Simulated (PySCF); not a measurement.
Vertical excitations of a molecule C6H6 from TDDFT-LC-ωPBE/def2-SVPD (PySCF), as energy in eV (oscillator strength): 5.97 (0.000), 6.46 (0.001), 6.59 (0.001), 6.95 (0.016), 6.98 (0.002), 7.53 (0.003), 7.85 (0.110), 7.90 (1.094), 8.05 (0.308), 8.21 (0.114). Lowest triplet (TDA): 4.38 eV. The structure is a stationary point at ωB97X-D3(BJ)/def2-SVP. The values are those of a single conformer.

Question: Which structure fits?
(A) C#CC=C=CC
(B) C#CCC#CC
(C) C#CC(=C)C=C
(D) C#CCC=C=C

Answer: D, C#CCC=C=C
